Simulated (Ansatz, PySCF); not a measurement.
Molecule: PbCl2, net charge 0, singlet state. 
Structure (B3LYP-D3(BJ)/def2-TZVP (Ansatz, an electronic-structure program) minimum search):
SMILES: [Cl][Pb][Cl]
```xyz
3

Pb     0.0029     0.0033     0.4695
Cl     1.2364     1.4242    -1.1502
Cl    -1.2503    -1.4401    -1.1147
```
Charge 0, spin multiplicity 1.

Wanted: atomisation energy (electronic, to ground-state atoms), in kcal/mol. Cores are frozen in the correlated levels unless marked. UHF or UKS for open shells. Spin-orbit coupling is left out. The frozen core is the preceding noble-gas configuration, with the filled d and f shells of earlier blocks. In def2 rows, elements after Kr have scalar-relativistic effective core potentials. The coupled-cluster limit lacks core correlation, which all-electron functionals hold. CBS marks a two-point X^-3 extrapolation of the correlation energy; Hartree-Fock from the larger set.

```csv
level,program,atomisation energy (kcal/mol),minus last row,rough core time
HF-D3(BJ)/def2-TZVPD,PySCF + dftd3,135.7,-43.4,-
BP86/def2-TZVPD,PySCF,184.7,5.6,-
r2SCANh/def2-TZVPD,Ansatz,179.4,0.3,under 20 s
CAM-B3LYP-D4/def2-TZVPD,Ansatz + dftd4,175.8,-3.3,under 20 s
wB97M-V/def2-TZVPD,Ansatz,179.2,0.1,under 20 s
RPA@PBE/def2-QZVPP,Ansatz,155.5,-23.6,under 20 s
MP2/def2-TZVPPD,Ansatz,178.8,-0.3,-
SCS-MP2/def2-TZVPP,Ansatz,171.8,-7.3,-
CCSD/def2-TZVPPD,Ansatz,164.5,-14.6,-
"CCSD(T)/CBS(def2-TZVPPD,def2-QZVPPD)",Ansatz,179.1,0.0,60 s
```

Core times are rough, on shared machines, summed over the molecules involved; a dash marks a level read off another run, or run on other hardware, by another program or under a memory cap.
